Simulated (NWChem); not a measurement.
AlH3Se; SMILES [AlH2][SeH]

Program: NWChem. Pople sets run with spherical d functions. This build's default masses of Se (78.918 u) and Br (79.917 u) are each other's, which moves their modes by up to 0.6 %. Each level has its own optimisation; frequencies are unscaled.

```json
[
 {"level": "BLYP/def2-SVP", "r Al–H (Å)": "1.590", "r Al–Se (Å)": "2.344", "r H–Se (Å)": "1.490", "highest harmonic frequency (cm⁻¹)": "(withheld)", "lowest (cm⁻¹)": "(withheld)", "zero-point energy (kcal/mol)": "13.1", "dipole (D)": "(withheld)"},
 {"level": "Hartree-Fock/STO-3G", "r Al–H (Å)": "1.472", "r Al–Se (Å)": "2.250", "r H–Se (Å)": "1.434", "highest harmonic frequency (cm⁻¹)": "2906", "lowest (cm⁻¹)": "357", "zero-point energy (kcal/mol)": "17.7", "dipole (D)": "2.43"},
 {"level": "LDA (Slater exchange, VWN5)/def2-SVP", "r Al–H (Å)": "1.596", "r Al–Se (Å)": "2.300", "r H–Se (Å)": "1.482", "highest harmonic frequency (cm⁻¹)": "2376", "lowest (cm⁻¹)": "357", "zero-point energy (kcal/mol)": "13.1", "dipole (D)": "0.78"},
 {"level": "B3LYP/6-31G*", "r Al–H (Å)": "1.583", "r Al–Se (Å)": "2.331", "r H–Se (Å)": "1.483", "highest harmonic frequency (cm⁻¹)": "2397", "lowest (cm⁻¹)": "356", "zero-point energy (kcal/mol)": "13.5", "dipole (D)": "1.02"}
]
```

Fill in the missing entries.


- BLYP/def2-SVP, highest harmonic frequency (cm⁻¹): 2322
- BLYP/def2-SVP, lowest (cm⁻¹): 348
- BLYP/def2-SVP, dipole (D): 0.66
